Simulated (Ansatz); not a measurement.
Reaction (redistribution): `N[SiH]([SeH])Br` + `[F][Ti]([F])([Cl])[Cl]` → `N[SiH](Cl)Br` + `[F][Ti]([F])([Cl])[SeH]`

Program: Ansatz. Geometries: PBE0-D4/def2-TZVP. ΔE: electronic, gas phase. CCSD(T)/CBS is the MP2 limit (def2-TZVPP, def2-QZVPP) plus CCSD(T) − MP2 in def2-TZVPP, frozen cores. DFT in def2-TZVPP. HSE06 is defined as in plane-wave codes. For Br, Se, Ti outer-core shells are correlated without core-valence functions, which leaves a few kJ/mol of doubt a bond. Scalar relativity is left out up to krypton. One conformer a species, not always the lowest.

```csv
species,HSE06-D4 energy (Eh)
`N[SiH]([SeH])Br`,-5321.74866
`[F][Ti]([F])([Cl])[Cl]`,-1969.23999
`N[SiH](Cl)Br`,-3379.95179
`[F][Ti]([F])([Cl])[SeH]`,-3911.03106
```

Q: Work out ΔE.

A: ΔE = (-3379.95179) + (-3911.03106) − (-5321.74866) − (-1969.23999) = 0.00580 Eh = +15.2 kJ/mol. CCSD(T)/CBS gives +11.5 kJ/mol.

Largest T1 diagnostic among the species: 0.024, so the coupled-cluster value is less sure than usual.

Leaving LDA and LC-ωPBE aside and taking each functional with its dispersion term where it has one, the values, not all of them listed here, spread over 7.4 kJ/mol, from B2PLYP to ωB97X-V. In def2-TZVPP, CCSD(T) changes the Hartree–Fock value by −5.8 kJ/mol (the triples alone add −2.0 kJ/mol) and MP2 by −8.8 kJ/mol.
